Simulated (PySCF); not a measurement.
1,1-difluorobuta-1,3-diene (C4H4F2), SMILES C=CC=C(F)F.

Geometry: PBE0-D3(BJ)/def2-SVP. The values are those of a single conformer.

Calculation: PySCF with B3LYP/def2-TZVP.

Isolated molecule, no solvent.

Computed frontier levels, gap, dipole moment and polarisability:
```yaml
highest_occupied_level: -6.52 eV
lowest_empty_level: -0.99 eV
orbital_gap: 5.53 eV
dipole_moment: 0.89 D
quadrupole, principal values (traceless, Buckingham form, about the centre of nuclear charge): -2.57, -0.14, 2.71 D·Å
mean_static_polarisability: 53.9 bohr³ (7.99 Å³)
polarisability_principal_values: 30.9, 44.1, 86.7 bohr³
```
